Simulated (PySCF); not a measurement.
## EPR parameters of C3H10NSi2

C₃H₁₀NSi₂ (doublet state).
Z-matrix (Å and degrees, GFN2-xTB geometry), rows numbered from 1:
```
C 
Si  1  1.8929
C   2  1.9383  1  114.84
C   3  1.5169  2  106.54  1  -151.52
Si  4  1.9453  3  107.37  2    38.52
N   5  1.6977  4   96.75  3   -31.91
H   1  1.0850  2  111.09  3   -66.17
H   1  1.0852  2  111.77  3    54.67
H   1  1.0840  2  110.11  3   174.51
H   2  1.4735  1  110.68  3   121.86
H   3  1.0897  2  108.79  1   -33.00
H   3  1.0895  2  112.50  1    86.21
H   4  1.0886  3  110.12  2   -78.30
H   4  1.0891  3  112.14  2   161.42
H   5  1.4676  4  106.48  3    85.15
H   5  1.4596  4  113.36  3  -151.52
```

The hyperfine couplings belong to this conformer and change with its torsions.

As a line formula: `C[Si@@H]1CC[SiH2][N]1` [radical].

The calculation used PySCF 2.14.0, UKS B3LYP, pcH-1 on C H N Si, non-relativistic, mean-field spin-orbit, GIAO. Isolated species at its GFN2-xTB geometry (one conformer only). The geometry wasn't refined by DFT: couplings that depend on bond lengths, twists or pyramidal angles can differ widely from those at the functional's own minimum. No stability test was run, so a lower SCF solution isn't excluded.

```
g1, g2, g3                      : 2.00207, 2.00472, 2.02168
g_iso                           : 2.00949
Form of g                       : close to axial: the two nearest values differ by 14 % of g3 − g1
⟨S²⟩                            : 0.7541 (exact 0.7500)
α and β electrons               : 32, 31
HOMO–LUMO gap, α and β orbitals : 7.87, 2.56 eV
```

Hyperfine couplings atom by atom, in MHz; T1 to T3 are the principal values of the dipolar part:

| atom | isotope | a_iso | of which spin–orbit | T1 | T2 | T3 | Mulliken spin population |
| --- | --- | --- | --- | --- | --- | --- | --- |
| C1 | 13C | 18.0 | 0.0 | -3.0 | -2.8 | 5.9 | 0.03 |
| Si2 | 29Si | 38.6 | -0.1 | -2.7 | -1.1 | 3.8 | -0.04 |
| C3 | 13C | -0.8 | 0.0 | -1.3 | -1.0 | 2.2 | 0.00 |
| C4 | 13C | 6.3 | 0.0 | -2.5 | -2.1 | 4.5 | 0.02 |
| Si5 | 29Si | 44.4 | -0.1 | -2.2 | -1.8 | 4.0 | -0.05 |
| N6 | 14N | 24.6 | 0.6 | -36.2 | -36.1 | 72.3 | 0.86 |
| H7 | 1H | 5.9 | 0.0 | -2.1 | -0.9 | 3.0 | 0.00 |
| H8 | 1H | -2.2 | 0.0 | -3.0 | -1.1 | 4.1 | 0.00 |
| H9 | 1H | -2.2 | 0.0 | -2.6 | -1.3 | 3.9 | 0.00 |
| H10 | 1H | 116.2 | 0.0 | -3.8 | -1.3 | 5.1 | 0.07 |
| H11 | 1H | -1.5 | 0.0 | -2.2 | -1.8 | 4.0 | 0.00 |
| H12 | 1H | 7.9 | 0.0 | -1.7 | -1.1 | 2.7 | 0.00 |
| H13 | 1H | -2.8 | 0.0 | -2.6 | -1.8 | 4.4 | 0.00 |
| H14 | 1H | 11.2 | 0.0 | -2.1 | -1.0 | 3.1 | 0.01 |
| H15 | 1H | 124.1 | 0.0 | -3.8 | -1.5 | 5.3 | 0.07 |
| H16 | 1H | 42.3 | 0.0 | -3.6 | -2.1 | 5.7 | 0.03 |

The Mulliken spin populations are largest on N6 (+0.86), H15 (+0.07) and H10 (+0.07). No atom but N6 exceeds +0.15.

Under fast tumbling the dipolar parts average out, and these isotropic splittings remain (the largest six): 1 × 1H (H15, I = 1/2, 2 lines) with 4.41 mT, 1 × 1H (H10, I = 1/2, 2 lines) with 4.13 mT, 1 × 1H (H16, I = 1/2, 2 lines) with 1.50 mT, 1 × 14N (N6, I = 1, 3 lines) with 0.87 mT, 1 × 1H (H14, I = 1/2, 2 lines) with 0.40 mT and 1 × 1H (H12, I = 1/2, 2 lines) with 0.28 mT.

The 13C coupling of C1 (18.0 MHz) shows only in satellite lines or after enrichment, since that isotope makes up about 1.07 % of natural carbon.

The 29Si coupling of Si5 (44.4 MHz) shows only in satellite lines or after enrichment, since that isotope makes up about 4.7 % of natural silicon.
